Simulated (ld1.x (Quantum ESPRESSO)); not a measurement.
**Building the RRKJ potential for O (Z = 8) (PBEsol, scalar-relativistic).**

The input file (ld1.x (Quantum ESPRESSO) 7.5):

```
&input
   title='O', zed=8., rel=1, dft='PBESOL', iswitch=3,
   config='[He] 2s2 2p2 3d-2',
   nld=3, rlderiv=1.65, eminld=-6.0, emaxld=5.0, deld=0.02
 /
 &inputp
   pseudotype=2, tm=.false., rho0=0.001, lloc=0,
   nlcc=.true., new_core_ps=.true., rcore=0.45,
   file_pseudopw='O.UPF', file_wfcaegen='ae.wfc', file_wfcncgen='nc.wfc', file_beta='beta', file_chi='chi'
 /
3
2P  2  1   2.00   0.00  1.50  1.50  0.0
3D  3  2  -2.00   0.15  1.50  1.50  0.0
2S  1  0   2.00   0.00  0.60  0.60  0.0
 &test
   configts(1)='2s2 2p2'
 /
```

Command:

```bash
ld1.x < O.in > O.out
```

Output (shortened: banner, matrices, multipoles, cross overlaps and the repeated all-electron block are left out):

```
Program LD1 v.7.5
     --------------------------- All-electron run ----------------------------

     O
     scalar relativistic calculation

     atomic number is  8.00
     dft =PBESOL   lsd =0 sic =0 latt =0  beta=0.20 tr2=1.0E-14
     Exchange-correlation= PBESOL
                           (   1   4  10   8   0   0   0)
     mesh =1095 r(mesh) =  99.04343 a.u. xmin = -7.00 dx = 0.01250
     1 Ry =  13.60569312 eV, c = 137.03599908

     n l     nl                  e(Ry)          e(Ha)          e(eV)
     1 0     1S 1( 2.00)       -40.8471       -20.4235      -555.7530
     2 0     2S 1( 2.00)        -4.2726        -2.1363       -58.1313
     2 1     2P 1( 2.00)        -3.1686        -1.5843       -43.1106

     final scf error:  9.5E-15 reached in  12 iterations

     Etot =    -145.834982 Ry,     -72.917491 Ha,   -1984.186011 eV

     Ekin =     145.684318 Ry,      72.842159 Ha,    1982.136119 eV
     Encl =    -330.888390 Ry,    -165.444195 Ha,   -4501.965894 eV
     Eh   =      53.420423 Ry,      26.710212 Ha,     726.821887 eV
     Exc  =     -14.051333 Ry,      -7.025666 Ha,    -191.178123 eV

     normalization and overlap integrals

     s(1S/1S) =  1.000000  <r> =   0.1997  <r2> =    0.0539  r(max) =   0.1298
     s(2S/2S) =  1.000000  <r> =   1.0304  <r2> =    1.2621  r(max) =   0.8357
     s(2P/2P) =  1.000000  <r> =   1.0025  <r2> =    1.2540  r(max) =   0.7468

     ------------------------ End of All-electron run ------------------------

     --------------------- Generating NC pseudopotential ---------------------

      Generating local pot.: lloc=0, matching radius rcloc =   0.6000

      Computing core charge for nlcc:

       r > 0.45 : true rho core
      Core charge pseudized with two Bessel functions
      Integrated core pseudo-charge :   0.86

      Wfc   2P  rcut= 1.485  Estimated cut-off energy=       81.43 Ry
      This function has    0 nodes for 0 < r <    1.485

      Wfc   3D  rcut= 1.485  Estimated cut-off energy=      102.47 Ry
      This function has    0 nodes for 0 < r <    1.485

     ------------------- End of pseudopotential generation -------------------

     Computing logarithmic derivative in   1.65174
     Computing logarithmic derivative in   1.65174
     Computing the partial wave expansion
       no projector for channel:   0
     R is outside the sphere for l=    1 j= 0.00
     R is outside the sphere for l=    2 j= 0.00

     ---------------------- Testing the pseudopotential ----------------------

     O
     scalar relativistic calculation

     atomic number is  8.00   valence charge is  6.00
     dft =PBESOL   lsd =0 sic =0 latt =0  beta=0.20 tr2=1.0E-14
     mesh =1095 r(mesh) =  99.04343 xmin = -7.00 dx = 0.01250

     n l     nl             e AE (Ry)        e PS (Ry)    De AE-PS (Ry)
     1 0     2S   1( 2.00)       -4.27257       -4.27256       -0.00001
     2 1     2P   1( 2.00)       -3.16857       -3.16857        0.00000

     eps = 7.9E-15  iter = 13

     Etot =    -145.834982 Ry,     -72.917491 Ha,   -1984.186011 eV
     Etotps =   -29.799859 Ry,     -14.899929 Ha,    -405.447730 eV

     Ekin =      15.609679 Ry,       7.804839 Ha,     212.380502 eV
     Encl =     -47.431488 Ry,     -23.715744 Ha,    -645.338271 eV
     Ehrt =      14.087103 Ry,       7.043551 Ha,     191.664800 eV
     Ecxc =      -6.687011 Ry,      -3.343506 Ha,     -90.981423 eV
     (Ecc =      -2.075499 Ry,      -1.037749 Ha,     -28.238602 eV)
     Epseu=      -5.378141 Ry,      -2.689071 Ha,     -73.173338 eV

     ---------------------- End of pseudopotential test ----------------------
```

Generation and configuration tests took about 1.4 s on one core of a shared server CPU.

Transferability test of the new file with ld1.x, input:

```
&input
   title='O', zed=8., rel=1, dft='PBESOL', iswitch=2,
   config='[He] 2s2 2p2 3d-2'
 /
 &test
   file_pseudo='O.UPF', nconf=8,
   configts(1)='2s2 2p2',
   configts(2)='2s2 2p4',
   configts(3)='2s2 2p3',
   configts(4)='2s2 2p1',
   configts(5)='2s2 2p3.5',
   configts(6)='2s1 2p5',
   configts(7)='2s2 2p0',
   configts(8)='2s2 2p4.3'
 /
```

```bash
ld1.x < O.test.in > O.test.out
```

Pseudopotential blocks of its output, shortened (energy terms left out):

```
     ---------------------- Testing the pseudopotential ----------------------

     n l     nl             e AE (Ry)        e PS (Ry)    De AE-PS (Ry)
     1 0     2S   1( 2.00)       -4.27257       -4.27256       -0.00001
     2 1     2P   1( 2.00)       -3.16857       -3.16857        0.00000

     eps = 9.8E-17  iter =  9

     Etot =    -145.834981 Ry,     -72.917491 Ha,   -1984.186004 eV
     Etotps =   -29.799858 Ry,     -14.899929 Ha,    -405.447720 eV

     ---------------------- End of pseudopotential test ----------------------

          ---------------------- Testing the pseudopotential ----------------------

     n l     nl             e AE (Ry)        e PS (Ry)    De AE-PS (Ry)
     1 0     2S   1( 2.00)       -1.74989       -1.74024       -0.00965  !
     2 1     2P   1( 4.00)       -0.65958       -0.66432        0.00474

     eps = 6.8E-15  iter = 22

     Etot =    -149.497955 Ry,     -74.748978 Ha,   -2034.023303 eV
     Etotps =   -33.477635 Ry,     -16.738818 Ha,    -455.486430 eV
     dEtot_ae =      -3.662974 Ry
     dEtot_ps =      -3.677777 Ry,   Delta E=       0.014803 Ry

     ---------------------- End of pseudopotential test ----------------------

          ---------------------- Testing the pseudopotential ----------------------

     n l     nl             e AE (Ry)        e PS (Ry)    De AE-PS (Ry)
     1 0     2S   1( 2.00)       -2.90197       -2.90025       -0.00173
     2 1     2P   1( 3.00)       -1.79058       -1.80036        0.00978  !

     eps = 6.0E-15  iter =  9

     Etot =    -148.295550 Ry,     -74.147775 Ha,   -2017.663744 eV
     Etotps =   -32.267319 Ry,     -16.133659 Ha,    -439.019239 eV
     dEtot_ae =      -2.460569 Ry
     dEtot_ps =      -2.467461 Ry,   Delta E=       0.006893 Ry

     ---------------------- End of pseudopotential test ----------------------

          ---------------------- Testing the pseudopotential ----------------------

     n l     nl             e AE (Ry)        e PS (Ry)    De AE-PS (Ry)
     1 0     2S   1( 2.00)       -5.82339       -5.80787       -0.01552  !
     2 1     2P   1( 1.00)       -4.75965       -4.71760       -0.04205  !

     eps = 8.1E-15  iter =  8

     Etot =    -141.887600 Ry,     -70.943800 Ha,   -1930.479141 eV
     Etotps =   -25.869899 Ry,     -12.934949 Ha,    -351.977906 eV
     dEtot_ae =       3.947382 Ry
     dEtot_ps =       3.929959 Ry,   Delta E=       0.017423 Ry

     ---------------------- End of pseudopotential test ----------------------

          ---------------------- Testing the pseudopotential ----------------------

     n l     nl             e AE (Ry)        e PS (Ry)    De AE-PS (Ry)
     1 0     2S   1( 2.00)       -2.29511       -2.28962       -0.00549  !
     2 1     2P   1( 3.50)       -1.19118       -1.19934        0.00815  !

     eps = 8.9E-15  iter = 11

     Etot =    -149.038299 Ry,     -74.519149 Ha,   -2027.769359 eV
     Etotps =   -33.014691 Ry,     -16.507346 Ha,    -449.187760 eV
     dEtot_ae =      -3.203317 Ry
     dEtot_ps =      -3.214834 Ry,   Delta E=       0.011516 Ry

     ---------------------- End of pseudopotential test ----------------------

          ---------------------- Testing the pseudopotential ----------------------

     n l     nl             e AE (Ry)        e PS (Ry)    De AE-PS (Ry)
     1 0     2S   1( 1.00)       -1.78405       -1.77295       -0.01110  !
     2 1     2P   1( 5.00)       -0.69081       -0.69584        0.00503  !

     eps = 8.6E-15  iter = 11

     Etot =    -148.406165 Ry,     -74.203082 Ha,   -2019.168736 eV
     Etotps =   -32.401098 Ry,     -16.200549 Ha,    -440.839392 eV
     dEtot_ae =      -2.571183 Ry
     dEtot_ps =      -2.601240 Ry,   Delta E=       0.030057 Ry

     ---------------------- End of pseudopotential test ----------------------

          ---------------------- Testing the pseudopotential ----------------------

     n l     nl             e AE (Ry)        e PS (Ry)    De AE-PS (Ry)
     1 0     2S   1( 2.00)       -7.52500       -7.46322       -0.06178  !
     2 1     2P   1( 0.00)       -6.53515       -6.39923       -0.13592  !

     eps = 7.1E-15  iter = 10

     Etot =    -136.254310 Ry,     -68.127155 Ha,   -1853.834330 eV
     Etotps =   -20.320254 Ry,     -10.160127 Ha,    -276.471141 eV
     dEtot_ae =       9.580671 Ry
     dEtot_ps =       9.479604 Ry,   Delta E=       0.101068 Ry

     ---------------------- End of pseudopotential test ----------------------

          ---------------------- Testing the pseudopotential ----------------------

     n l     nl             e AE (Ry)        e PS (Ry)    De AE-PS (Ry)
     1 0     2S   1( 2.00)       -1.45769       -1.44575       -0.01194  !
     2 1     2P   1( 4.30)       -0.37777       -0.38026        0.00249

     eps = 2.2E-16  iter = 26

     Etot =    -149.652787 Ry,     -74.826394 Ha,   -2036.129901 eV
     Etotps =   -33.633561 Ry,     -16.816780 Ha,    -457.607907 eV
     dEtot_ae =      -3.817806 Ry
     dEtot_ps =      -3.833703 Ry,   Delta E=       0.015897 Ry

     ---------------------- End of pseudopotential test ----------------------
```
